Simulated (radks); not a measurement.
Results of a calculation; reference values are marked as such.
Task: The table gives one normalised radial function P(r) = r R(r) of He+ in 1s1 (r in bohr). Level of theory: scalar-relativistic Kohn-Sham, TASK exchange with Perdew-Wang LDA correlation, spin-unpolarised, spherical densities, finite nucleus; meta-GGA in the generalised Kohn-Sham scheme; Gaussian nuclear charge, rms radius 1.6755 fm; without spin polarisation the odd electron is poorly described (a radial shooting solver on a logarithmic mesh with Libxc functionals).

| r | P |
|---|---|
| 0.0428 | 0.2169 |
| 0.046 | 0.2316 |
| 0.04983 | 0.2490 |
| 0.05355 | 0.2656 |
| 0.05801 | 0.2851 |
| 0.06234 | 0.3038 |
| 0.06753 | 0.3257 |
| 0.07316 | 0.3488 |
| 0.07862 | 0.3708 |
| 0.08517 | 0.3964 |
| 0.09153 | 0.4206 |
| 0.09915 | 0.4488 |
| 0.1066 | 0.4752 |
| 0.1154 | 0.5057 |
| 0.124 | 0.5341 |
| 0.1344 | 0.5667 |
| 0.1444 | 0.5969 |
| 0.1564 | 0.6313 |
| 0.1681 | 0.6627 |
| 0.1821 | 0.6981 |
| 0.1973 | 0.7336 |
| 0.212 | 0.7655 |
| 0.2297 | 0.8005 |
| 0.2468 | 0.8313 |
| 0.2674 | 0.8644 |
| 0.2873 | 0.8927 |
| 0.3113 | 0.9221 |
| 0.3345 | 0.9462 |
| 0.3624 | 0.9699 |
| 0.3894 | 0.9879 |
| 0.4218 | 1.0037 |
| 0.457 | 1.0145 |
| 0.4911 | 1.0194 |
| 0.532 | 1.0190 |
| 0.5717 | 1.0131 |
| 0.6193 | 0.9998 |
| 0.6656 | 0.9818 |
| 0.721 | 0.9548 |
| 0.7748 | 0.9244 |
| 0.8394 | 0.8838 |
| 0.902 | 0.8415 |
| 0.9771 | 0.7888 |
| 1.05 | 0.7369 |
| 1.138 | 0.6751 |
| 1.232 | 0.6102 |
| 1.324 | 0.5503 |
| 1.435 | 0.4833 |
| 1.542 | 0.4238 |
| 1.67 | 0.3600 |
| 1.795 | 0.3056 |
| 1.944 | 0.2498 |
| 2.089 | 0.2043 |
| 2.263 | 0.1596 |
| 2.432 | 0.1250 |
| 2.635 | 0.0927 |
| 2.832 | 0.0691 |
| 3.068 | 0.0483 |

Which n and l does it have? It may be an empty orbital.

Result: n = 1, l = 0: the number of nodes gives n - l - 1 = 0, the rise at small r (about r^(l+1)) gives l, and the extent must fit the shell. The curve is that of 1s. 1s: eigenvalue -40.617 eV, 0 radial nodes, <r> = 0.778 bohr, 90 % of the charge inside 1.39 bohr.
